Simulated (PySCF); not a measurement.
Si(F)2(I)(OH), HF2IOSi, SMILES O[Si](F)(F)I, B3LYP/def2-SVP optimised geometry.

```
6

O     -0.97    -1.92    -1.31
Si    -0.39    -1.13     0.00
F      1.22    -1.13     0.00
F     -0.81    -1.88     1.36
I     -1.22     1.13     0.00
H     -0.71    -2.84    -1.45
```

Density from B3LYP/def2-TZVP, def2 effective core potentials past Kr (PySCF 2.14.0) at that geometry. The core electrons that the potentials of I replace are not part of the density.

Minimum of the electron density along straight lines between bonded atoms, close to the bond critical point (lines longer than 1.1 times the sum of covalent radii, or with two minima, are not listed):

```tsv
bond	length / Å	ρ at the minimum / e bohr⁻³	∇²ρ there / e bohr⁻⁵	position (fraction from the first atom)
O1–Si2	1.633	0.146	0.83	0.59
Si2–F3	1.611	0.137	0.93	0.42
Si2–F4	1.611	0.137	0.93	0.42
Si2–I5	2.414	0.092	-0.11	0.35
O1–H6	0.967	0.347	-2.35	0.81
```
